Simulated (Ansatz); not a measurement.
`CB(N)CCl` at its PBE0-D4/def2-TZVP geometry, where that method's forces vanish. The species carries charge 0 and has multiplicity 1.

```xyz
12

C    -1.1530   -0.6825    0.6759
B     0.1599    0.0062    0.1593
N     1.3635   -0.1115    0.8508
C     0.1485    0.8786   -1.1699
Cl   -0.0925   -0.2256   -2.5677
H    -1.6225   -1.2671   -0.1203
H    -0.9999   -1.3394    1.5356
H    -1.8880    0.0771    0.9660
H     2.2230    0.3123    0.5452
H     1.4597   -0.6581    1.6897
H    -0.6757    1.5926   -1.2016
H     1.0771    1.4174   -1.3632
```

Question: What forces (eV/Å) does PBE-D4/def2-TZVPP give on these atoms in Ansatz? (Estimate.)

Answer: Computed: 
```
C1   0.108  0.037 -0.014
B2  -0.208  0.035 -0.122
N3  -0.043  0.006 -0.022
C4   0.028  0.001  0.202
Cl5 -0.047 -0.222 -0.287
H6  -0.102 -0.113 -0.148
H7   0.016 -0.134  0.172
H8  -0.153  0.136  0.055
H9   0.320  0.154 -0.101
H10  0.050 -0.196  0.307
H11 -0.166  0.163 -0.005
H12  0.197  0.134 -0.039
```
